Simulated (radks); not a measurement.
The numbers below are computed, except where a source is named.
Ne6+, configuration [He] 2s2.

Level of theory: Dirac Kohn-Sham, PBE, spin-unpolarised, spherical densities, finite nucleus; Fermi nuclear charge, rms radius 3.0055 fm (a radial shooting solver on a logarithmic mesh with Libxc functionals).

Energy parts (hartree):
| part | energy |
|---|---|
| total | -110.28849 |
| kinetic | 110.48516 |
| electron-nucleus | -234.82189 |
| Hartree | 21.68342 |
| exchange-correlation | -7.63519 |

Orbitals (lengths in bohr, moments of r in powers of bohr; <r^-3> diverges for s and p1/2):
orbital  occ.  eigenvalue (hartree)    <r^2>  <r^-3>  <1/r>
1s1/2       2             -38.28564  0.03317       -  9.664
2s1/2       2              -7.07283   0.5877       -  2.077

The highest occupied level is 2s1/2 at -192.46 eV. Summed over all electrons, <r^2> = 1.242 bohr^2, which gives a Langevin (diamagnetic) susceptibility term of -0.983 x 10^-6 cm^3/mol. For comparison, the ionisation energy in NIST's Atomic Spectra Database is 207.27 eV (measured). In exact Kohn-Sham theory the highest level is minus the ionisation energy, but local and semilocal functionals leave it too shallow, through self-interaction and a potential that decays too fast; potentials with the right tail come closer. The density falls to 0.001 e/bohr^3 at r = 1.74 bohr.
